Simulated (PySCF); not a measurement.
## Li⁺ (lithium, charge +1): M06-2X calculation

Configuration: 1s2, closed-shell 1S. Computed with PySCF 2.14 in Sapporo-DZP-2012 (5s2p, 11 functions), with the spin-free X2C one-electron Hamiltonian (Gaussian nucleus).

```
Total energy                        : -7.2823 hartree
One-electron energy                 : -8.8816 hartree
Hartree (Coulomb) energy            : 3.2924 hartree
Exchange-correlation energy         : -1.6932 hartree
⟨S²⟩                                : 0.0000
⟨L²⟩                                : 0.000
Sum of ⟨r⟩                          : 1.152 bohr
Sum of ⟨r²⟩                         : 0.9068 bohr²
Langevin diamagnetic susceptibility : -0.718 ×10⁻⁶ cm³/mol
Time after the integrals            : 0.05 s of wall time on 1 thread of Neoverse-V1 (shared host)
```

```csv
shell,electrons,mean orbital energy (eV),"rms radius, mean of both spins (bohr)"
1s,2,-68.327,0.673
```
